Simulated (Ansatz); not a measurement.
The first iterations of a band of C₂H₆BBr (10 atoms, charge 0, multiplicity 1).

These are results of RKS PBE/def2-SVP in Ansatz, not measurements.

```yaml
movable_images: 2
climbing_image: no
spring: 5.0 eV/Å²
optimiser: quadratic models (default)
start_path: IDPP
force_threshold: 0.03 eV/Å
iteration_limit: 60
end_points: relaxed
```

Image 0:

```xyz
10
Properties=species:S:1:pos:R:3
C -0.988 0.457 -0.842
B -0.194 -0.546 0.071
C 0.947 -0.076 1.051
Br 2.221 -0.579 -0.407
H -1.247 0.036 -1.834
H -1.965 0.629 -0.329
H -0.513 1.449 -0.976
H -0.497 -1.727 0.106
H 1.100 1.002 1.240
H 1.217 -0.695 1.924
```

Image 3:

```xyz
10
Properties=species:S:1:pos:R:3
C -0.661 0.061 -1.245
B -0.268 -0.601 0.109
C 0.695 0.039 1.169
Br 1.472 1.803 0.756
H -1.356 -0.514 -1.884
H -1.087 1.071 -1.043
H 0.269 0.289 -1.817
H -0.699 -1.698 0.445
H 0.170 0.144 2.143
H 1.548 -0.645 1.371
```

| iteration | highest image above the first end (eV) | largest band force component (eV/Å) |
| --- | --- | --- |
| 1 | 0.220 | 0.827 |
| 2 | 0.163 | 0.344 |
| 3 | 0.149 | 0.185 |
| 4 | 0.150 | 0.424 |

Task: Does the band converge within its limit, and where does its top end?

Result: It converged. It ended after 12 iterations with the highest image 0.155 eV above the first end. No image climbed, so the highest image needn't sit at the top of the path. So few images can step over the top or miss a turn of the path.

Time of the run: 45 s on 2 threads of Arm Neoverse V2 (shared host), peak memory 0.14 GiB.
